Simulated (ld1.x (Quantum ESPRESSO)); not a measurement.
# Pseudopotential generation for Te: TM, PBEsol, scalar-relativistic.

Input for ld1.x (Quantum ESPRESSO) 7.5:

```
&input
   title='Te', zed=52., rel=1, dft='PBESOL', iswitch=3,
   config='[Kr] 4d10 5s2 5p4',
   nld=2, rlderiv=1.85, eminld=-3.0, emaxld=5.0, deld=0.02
 /
 &inputp
   pseudotype=2, tm=.true., lloc=0,
   nlcc=.false.,
   file_pseudopw='Te.UPF', file_wfcaegen='ae.wfc', file_wfcncgen='nc.wfc', file_beta='beta', file_chi='chi'
 /
2
5P  2  1   4.00   0.00  1.55  1.55  0.0
5S  1  0   2.00   0.00  1.70  1.70  0.0
 &test
   configts(1)='5s2 5p4'
 /
```

Command:

```bash
ld1.x < Te.in > Te.out
```

Resulting log (shortened: banner, matrices, multipoles, cross overlaps and the repeated all-electron block are left out):

```
Program LD1 v.7.5
     --------------------------- All-electron run ----------------------------

     Te
     scalar relativistic calculation

     atomic number is 52.00
     dft =PBESOL   lsd =0 sic =0 latt =0  beta=0.20 tr2=1.0E-14
     Exchange-correlation= PBESOL
                           (   1   4  10   8   0   0   0)
     mesh =1245 r(mesh) =  99.36066 a.u. xmin = -7.00 dx = 0.01250
     1 Ry =  13.60569312 eV, c = 137.03599908

     n l     nl                  e(Ry)          e(Ha)          e(eV)
     1 0     1S 1( 2.00)     -2323.5328     -1161.7664    -31613.2740
     2 0     2S 1( 2.00)      -356.3325      -178.1662     -4848.1500
     2 1     2P 1( 6.00)      -319.9262      -159.9631     -4352.8170
     3 0     3S 1( 2.00)       -70.8929       -35.4465      -964.5471
     3 1     3P 1( 6.00)       -59.0607       -29.5303      -803.5612
     4 0     4S 1( 2.00)       -12.0645        -6.0323      -164.1460
     4 1     4P 1( 6.00)        -8.3960        -4.1980      -114.2329
     3 2     3D 1(10.00)       -41.1590       -20.5795      -559.9963
     4 2     4D 1(10.00)        -3.0567        -1.5283       -41.5880
     5 0     5S 1( 2.00)        -1.1136        -0.5568       -15.1517
     5 1     5P 1( 4.00)        -0.4386        -0.2193        -5.9677

     final scf error:  2.9E-15 reached in  25 iterations

     Etot =  -13583.173909 Ry,   -6791.586954 Ha, -184808.495841 eV

     Ekin =   14230.995860 Ry,    7115.497930 Ha,  193622.562509 eV
     Encl =  -32864.785685 Ry,  -16432.392843 Ha, -447148.188587 eV
     Eh   =    5395.808825 Ry,    2697.904413 Ha,   73413.719024 eV
     Exc  =    -345.192909 Ry,    -172.596454 Ha,   -4696.588787 eV

     normalization and overlap integrals

     s(1S/1S) =  1.000000  <r> =   0.0278  <r2> =    0.0010  r(max) =   0.0178
     s(2S/2S) =  1.000000  <r> =   0.1199  <r2> =    0.0169  r(max) =   0.1014
     s(2P/2P) =  1.000000  <r> =   0.1048  <r2> =    0.0134  r(max) =   0.0810
     s(3S/3S) =  1.000000  <r> =   0.3223  <r2> =    0.1187  r(max) =   0.2934
     s(3P/3P) =  1.000000  <r> =   0.3204  <r2> =    0.1191  r(max) =   0.2861
     s(4S/4S) =  1.000000  <r> =   0.7647  <r2> =    0.6611  r(max) =   0.7038
     s(4P/4P) =  1.000000  <r> =   0.8213  <r2> =    0.7694  r(max) =   0.7399
     s(3D/3D) =  1.000000  <r> =   0.2969  <r2> =    0.1044  r(max) =   0.2372
     s(4D/4D) =  1.000000  <r> =   0.9725  <r2> =    1.1127  r(max) =   0.8076
     s(5S/5S) =  1.000000  <r> =   2.0831  <r2> =    4.9312  r(max) =   1.7972
     s(5P/5P) =  1.000000  <r> =   2.6634  <r2> =    8.2277  r(max) =   2.1679

     ------------------------ End of All-electron run ------------------------

     --------------------- Generating NC pseudopotential ---------------------

      Generating local pot.: lloc=0, matching radius rcloc =   1.7000

      Wfc   5P  rcut= 1.566  Using Troullier-Martins method

     ------------------- End of pseudopotential generation -------------------

     Computing logarithmic derivative in   1.85433
     Message from routine run_pseudo:
     Warning: convergence not achieved
     Computing logarithmic derivative in   1.85433
     Computing the partial wave expansion
       no projector for channel:   0
     R is outside the sphere for l=    1 j= 0.00

     ---------------------- Testing the pseudopotential ----------------------

     Te
     scalar relativistic calculation

     atomic number is 52.00   valence charge is  6.00
     dft =PBESOL   lsd =0 sic =0 latt =0  beta=0.20 tr2=1.0E-14
     mesh =1245 r(mesh) =  99.36066 xmin = -7.00 dx = 0.01250

     n l     nl             e AE (Ry)        e PS (Ry)    De AE-PS (Ry)
     1 0     5S   1( 2.00)       -1.11363       -1.11364        0.00001
     2 1     5P   1( 4.00)       -0.43862       -0.43860       -0.00001

     eps = 2.1E-11  iter =201

     Etot =  -13583.173909 Ry,   -6791.586954 Ha, -184808.495841 eV
     Etotps =   -16.161034 Ry,      -8.080517 Ha,    -219.882074 eV

     Ekin =       5.125897 Ry,       2.562948 Ha,      69.741378 eV
     Encl =     -30.664570 Ry,     -15.332285 Ha,    -417.212724 eV
     Ehrt =      13.170776 Ry,       6.585388 Ha,     179.197539 eV
     Ecxc =      -3.302264 Ry,      -1.651132 Ha,     -44.929591 eV
     Epseu=      -0.490874 Ry,      -0.245437 Ha,      -6.678675 eV

     ---------------------- End of pseudopotential test ----------------------
```

Note: ghost state, extra bound levels that the all-electron valence spectrum of the same l lacks: p at -279.4 eV. A true bound ghost makes a file unfit for plane-wave use.

Generation and configuration tests took about 4.9 s on one core of a shared server CPU.

Transferability test of the new file with ld1.x, input:

```
&input
   title='Te', zed=52., rel=1, dft='PBESOL', iswitch=2,
   config='[Kr] 4d10 5s2 5p4'
 /
 &test
   file_pseudo='Te.UPF', nconf=8,
   configts(1)='5s2 5p4',
   configts(2)='5s2 5p3',
   configts(3)='5s2 5p2',
   configts(4)='5s2 5p1',
   configts(5)='5s1 5p4',
   configts(6)='5s1 5p5',
   configts(7)='5s2 5p3.5',
   configts(8)='5s2 5p4.3'
 /
```

```bash
ld1.x < Te.test.in > Te.test.out
```

Pseudopotential blocks of its output, shortened (energy terms left out; the distinct warnings before each block abridged to one line each):

```
     Warning: convergence not achieved
     ---------------------- Testing the pseudopotential ----------------------

     n l     nl             e AE (Ry)        e PS (Ry)    De AE-PS (Ry)
     1 0     5S   1( 2.00)       -1.11363       -1.11364        0.00001
     2 1     5P   1( 4.00)       -0.43862       -0.43860       -0.00001

     eps = 2.0E-11  iter =201

     Etot =  -13583.173909 Ry,   -6791.586954 Ha, -184808.495841 eV
     Etotps =   -16.161034 Ry,      -8.080517 Ha,    -219.882074 eV

     ---------------------- End of pseudopotential test ----------------------

          Warning: convergence not achieved
     ---------------------- Testing the pseudopotential ----------------------

     n l     nl             e AE (Ry)        e PS (Ry)    De AE-PS (Ry)
     1 0     5S   1( 2.00)       -1.72772       -1.72821        0.00049
     2 1     5P   1( 3.00)       -1.00816       -1.00857        0.00040

     eps = 4.6E-11  iter =201

     Etot =  -13582.457072 Ry,   -6791.228536 Ha, -184798.742778 eV
     Etotps =   -15.443871 Ry,      -7.721935 Ha,    -210.124569 eV
     dEtot_ae =       0.716837 Ry
     dEtot_ps =       0.717163 Ry,   Delta E=      -0.000326 Ry

     ---------------------- End of pseudopotential test ----------------------

          Warning: convergence not achieved
     ---------------------- Testing the pseudopotential ----------------------

     n l     nl             e AE (Ry)        e PS (Ry)    De AE-PS (Ry)
     1 0     5S   1( 2.00)       -2.41080       -2.41224        0.00144
     2 1     5P   1( 2.00)       -1.64323       -1.64470        0.00148

     eps = 2.2E-11  iter =201

     Etot =  -13581.136391 Ry,   -6790.568195 Ha, -184780.773992 eV
     Etotps =   -14.121958 Ry,      -7.060979 Ha,    -192.139030 eV
     dEtot_ae =       2.037518 Ry
     dEtot_ps =       2.039076 Ry,   Delta E=      -0.001558 Ry

     ---------------------- End of pseudopotential test ----------------------

          Warning: convergence not achieved
     ---------------------- Testing the pseudopotential ----------------------

     n l     nl             e AE (Ry)        e PS (Ry)    De AE-PS (Ry)
     1 0     5S   1( 2.00)       -3.14526       -3.14771        0.00245
     2 1     5P   1( 1.00)       -2.32733       -2.33019        0.00286

     eps = 8.5E-13  iter =201

     Etot =  -13579.155171 Ry,   -6789.577586 Ha, -184753.818130 eV
     Etotps =   -12.138006 Ry,      -6.069003 Ha,    -165.145980 eV
     dEtot_ae =       4.018738 Ry
     dEtot_ps =       4.023029 Ry,   Delta E=      -0.004291 Ry

     ---------------------- End of pseudopotential test ----------------------

          Warning: convergence not achieved
     ---------------------- Testing the pseudopotential ----------------------

     n l     nl             e AE (Ry)        e PS (Ry)    De AE-PS (Ry)
     1 0     5S   1( 1.00)       -1.78516       -1.78178       -0.00338
     2 1     5P   1( 4.00)       -1.05345       -1.05361        0.00016

     eps = 1.6E-11  iter =201

     Etot =  -13581.731441 Ry,   -6790.865720 Ha, -184788.870063 eV
     Etotps =   -14.719790 Ry,      -7.359895 Ha,    -200.272942 eV
     dEtot_ae =       1.442468 Ry
     dEtot_ps =       1.441245 Ry,   Delta E=       0.001224 Ry

     ---------------------- End of pseudopotential test ----------------------

          Warning: convergence not achieved
     ---------------------- Testing the pseudopotential ----------------------

     n l     nl             e AE (Ry)        e PS (Ry)    De AE-PS (Ry)
     1 0     5S   1( 1.00)       -1.16895       -1.16568       -0.00327
     2 1     5P   1( 5.00)       -0.47910       -0.47905       -0.00004

     eps = 8.4E-12  iter =201

     Etot =  -13582.491441 Ry,   -6791.245721 Ha, -184799.210392 eV
     Etotps =   -15.479996 Ry,      -7.739998 Ha,    -210.616077 eV
     dEtot_ae =       0.682468 Ry
     dEtot_ps =       0.681038 Ry,   Delta E=       0.001430 Ry

     ---------------------- End of pseudopotential test ----------------------

          Warning: convergence not achieved
     ---------------------- Testing the pseudopotential ----------------------

     n l     nl             e AE (Ry)        e PS (Ry)    De AE-PS (Ry)
     1 0     5S   1( 2.00)       -1.41054       -1.41073        0.00019
     2 1     5P   1( 3.50)       -0.71383       -0.71396        0.00012

     eps = 1.6E-11  iter =201

     Etot =  -13582.886740 Ry,   -6791.443370 Ha, -184804.588705 eV
     Etotps =   -15.873770 Ry,      -7.936885 Ha,    -215.973641 eV
     dEtot_ae =       0.287169 Ry
     dEtot_ps =       0.287264 Ry,   Delta E=      -0.000095 Ry

     ---------------------- End of pseudopotential test ----------------------

          Warning: convergence not achieved
     ---------------------- Testing the pseudopotential ----------------------

     n l     nl             e AE (Ry)        e PS (Ry)    De AE-PS (Ry)
     1 0     5S   1( 2.00)       -0.94720       -0.94714       -0.00005
     2 1     5P   1( 4.30)       -0.28440       -0.28436       -0.00004

     eps = 8.5E-12  iter =201

     Etot =  -13583.282113 Ry,   -6791.641056 Ha, -184809.968027 eV
     Etotps =   -16.269253 Ry,      -8.134627 Ha,    -221.354467 eV
     dEtot_ae =      -0.108204 Ry
     dEtot_ps =      -0.108219 Ry,   Delta E=       0.000015 Ry

     ---------------------- End of pseudopotential test ----------------------
```
